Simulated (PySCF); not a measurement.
## Spinor energies of Hf³⁷⁺ (hafnium, charge +37)

Start: [Ar] 3d10 4s2 4p5; 4p1/2 filled at m_j = -1/2, +1/2; 4p3/2 filled at m_j = -1/2, +1/2, +3/2. Calculated with PySCF 2.14 in an uncontracted even-tempered set (17 s from 4.1 bohr⁻², ratio 2.8; 14 p from 5.4 bohr⁻², ratio 2.8; 8 d from 9.5 bohr⁻², ratio 2.8; 4 f from 26 bohr⁻², ratio 3): generalised Hartree-Fock with the X2C-1e Hamiltonian and a Gaussian nucleus; one run each with spin-orbit coupling (SO) switched off, then screened by Boettger's factors.

| spinor shell | electrons | ε, spin-free (eV) | ε, screened SO (eV) | weight of nominal j (screened SO) | rms radius, screened SO (bohr) |
| --- | --- | --- | --- | --- | --- |
| 1s1/2 | 2 | -67313.9 | -67294.5 | 1.000 | 0.0215 |
| 2s1/2 | 2 | -12988.9 | -12982.1 | 1.000 | 0.0869 |
| 2p1/2 | 2 | -11604.9 | -12454.7 | 1.000 | 0.0739 |
| 2p3/2 | 4 | -11604.9 | -11255.0 | 1.000 | 0.0811 |
| 3s1/2 | 2 | -4209.3 | -4206.5 | 1.000 | 0.220 |
| 3p1/2 | 2 | -3785.3 | -3975.7 | 1.000 | 0.211 |
| 3p3/2 | 4 | -3785.3 | -3704.4 | 1.000 | 0.225 |
| 3d3/2 | 4 | -3290.9 | -3324.3 | 1.000 | 0.198 |
| 3d5/2 | 6 | -3290.9 | -3265.5 | 1.000 | 0.202 |
| 4s1/2 | 2 | -1898.3 | -1897.3 | 1.000 | 0.464 |
| 4p1/2 | 2 | -1741.3 | -1799.0 | 0.999 | 0.461 |
| 4p3/2 | 3 | -1741.3 | -1716.5 | 0.999 | 0.484 |

| quantity | spin-free | screened SO |
| --- | --- | --- |
| E (hartree) | -14251.54778 | -14268.43034 |
| M_J | 3/2 | 3/2 |
| ⟨J²⟩ | 3.751 | 3.751 |
| ⟨L²⟩ | 2.001 | 2.063 |
| ⟨S²⟩ | 0.750 | 0.813 |

Each row is a mean over spinors that exchange with the open shell spreads, by up to 12.000 eV (4s1/2).

Breit and QED terms are absent; they matter most for the inner s and p1/2 levels.

Densities and radii are taken from the X2C orbitals without a picture-change correction, which distorts them close to the nucleus.

Without spin-orbit coupling the j labels of p, d and f shells carry no meaning; the spin-free column gives the mean over the occupied spinors of each nl shell.
